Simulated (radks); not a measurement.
Ionisation ladder of silicon, from Si IX to Si XII. Each ion is in the ground configuration listed by NIST, and IE = E(next ion) - E(this ion). Method: scalar-relativistic Kohn-Sham, PBE, spin-polarised, spherical densities, point nucleus; open shells are filled with parallel spins first; computed with a radial shooting solver on a logarithmic mesh with Libxc functionals.

| species | configuration | E (hartree) | IE, Delta-SCF (eV) | -e(HOMO) (eV) | HOMO | IE, NIST (eV) | kind | error (eV) |
|---|---|---|---|---|---|---|---|---|
| Si IX | [He] 2s2 2p2 | -252.11718 | 352.36 | 328.22 | 2p up | 351.3 | semi-emp. | +1.1 |
| Si X | [He] 2s2 2p1 | -239.16827 | 401.32 | 376.74 | 2p up | 401.38 | semi-emp. | -0.1 |
| Si XI | [He] 2s2 | -224.41988 | 473.91 | 454.33 | 2s | 476.27 | semi-emp. | -2.4 |
| Si XII | [He] 2s1 | -207.00408 | 524.65 | 504.65 | 2s up | 523.42 | theory | +1.2 |

Reference values: NIST Atomic Spectra Database (exp. = measured, semi-emp. = semi-empirical, theory = theoretical value adopted there). The ionisation energy per charge of the ion left behind rises most, in proportion, at Si XI ([He] 2s2), from 40.132 to 43.083 eV. Against the entries that are not theoretical the mean signed error is -0.1 % and the largest -0.5 %. Open shells are spherical and high-spin; term and fine-structure splittings are not resolved.
